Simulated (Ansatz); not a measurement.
`Cl[SiH2][O][GeH3]` + H₂ → `[SiH3][O][GeH3]` + HCl  (hydrogenolysis of the Si–Cl bond)

Computed with Ansatz on PBE0-D4/def2-TZVP structures; ΔE is electronic, products minus reactants. CBS: MP2 limit from def2 TZ/QZ plus the TZ coupled-cluster correction, frozen cores. This one scheme is used for every species. Functionals use def2-TZVPP. For Ge outer-core shells are correlated without core-valence functions, which leaves a few kJ/mol of doubt a bond. Scalar relativity is left out up to krypton. One conformer a species, not always the lowest.

`Cl[SiH2][O][GeH3]`:

Z-matrix (Å, degrees):
```
Si
O 1 1.616
Cl 1 2.062 2 110.4
H 1 1.477 2 109.0 3 118.2
H 1 1.481 2 111.6 3 -117.7
Ge 2 1.786 1 134.9 3 41.8
H 6 1.533 2 107.8 1 -77.7
H 6 1.532 2 104.8 1 162.7
H 6 1.536 2 108.2 1 43.2
```

H₂:

Cartesian coordinates in Å:
```
H -0.280 0.243 -0.040
H 0.280 -0.243 0.040
```

`[SiH3][O][GeH3]`:

```xyz
9

Si   -0.484    1.472    0.089
O     0.641    0.292    0.006
Ge    0.589   -1.481   -0.092
H    -1.369    1.454   -1.109
H     0.219    2.777    0.163
H    -1.345    1.305    1.294
H     2.052   -1.933   -0.126
H    -0.160   -1.873   -1.376
H    -0.143   -2.013    1.152
```

HCl:

```xyz
2

Cl    0.319   -0.505   -0.229
H    -0.319    0.505    0.229
```

```tsv
level	ΔE (kJ/mol)
BLYP-D4	96.3
B2PLYP	91.6
revPBE	88.1
HF/def2-SVP	73.4
```

Q: What does CCSD(T)/CBS give? (Best estimate.)

A: Computed: +96.1 kJ/mol. The listed levels differ from it by 0.2, -4.5, -8.0, -22.7 kJ/mol.

Largest T1 diagnostic among the species: 0.012.

In def2-TZVPP, CCSD(T) changes the Hartree–Fock value by +8.9 kJ/mol (the triples alone add +3.5 kJ/mol) and MP2 by +18.8 kJ/mol. The D4 term adds +8.6 kJ/mol with B3LYP and +4.6 kJ/mol with PBE0; it sums over pairs of atoms, weighted by their polarisabilities, and B3LYP, whose exchange is more repulsive, gets the larger term.

B3LYP here is the variant with VWN-RPA as its local correlation; programs differ in this.
